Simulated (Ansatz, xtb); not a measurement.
Ligand exchange: InCl + C2H3ClF2 → InF + C2H3Cl2F

Species: InCl, singlet; C2H3ClF2 (1-chloro-1,1-difluoroethane) `CC(F)(F)Cl`, singlet; InF, singlet; C2H3Cl2F (1,1-dichloro-1-fluoroethane) `CC(F)(Cl)Cl`, singlet. The partners trade Cl for F: In–Cl and C–F bonds give way to In–F and C–Cl.

Shapes, held fixed at every level: PBE0-D4/def2-TZVP. Programs: Ansatz 0.2.0, xtb 6.7.1. The zero-point and thermal change to 298 K, harmonic and unscaled (PBE0-D4/def2-TZVP), is -2.8 kJ/mol.

```tsv
level	kind	ΔH(298 K) (kJ/mol)	less CCSD(T)/def2-TZVPP	CPU time (sum over the molecules)
GFN2-xTB	semi-empirical	-11.5	-83.0	0.18 s
HF/def2-SVP	Hartree–Fock	+123.2	+51.7	–
PBE-D4/def2-TZVPP	GGA	+62.6	-8.9	16 s
r2SCAN-D4/def2-TZVPP	meta-GGA	+73.0	+1.5	29 s
B2PLYP/def2-TZVPP	double hybrid	+69.6	-1.9	33 s
MP2/def2-SVP	perturbation theory	+77.2	+5.7	–
CCSD(T)/def2-SVP	coupled cluster or CI	+84.4	+12.9	20 s
CCSD(T)/def2-TZVPP	coupled cluster or CI	+71.5	0.0	6.4 min
```

The highest level, CCSD(T)/def2-TZVPP, gives ΔH(298 K) = +71.5 kJ/mol; the levels span -11.5 to +123.2. They disagree on the sign: 7 of 8 are positive. GFN2-xTB strays far from the other rows. The column of differences is taken from that level and isn't an error. No measured value is set beside it here. For atoms past krypton def2 sets carry core potentials with scalar relativity. Correlated rows may include outer-core shells of In, which these sets cover unevenly. Times are processor times on shared x86 and Arm servers, and rough.
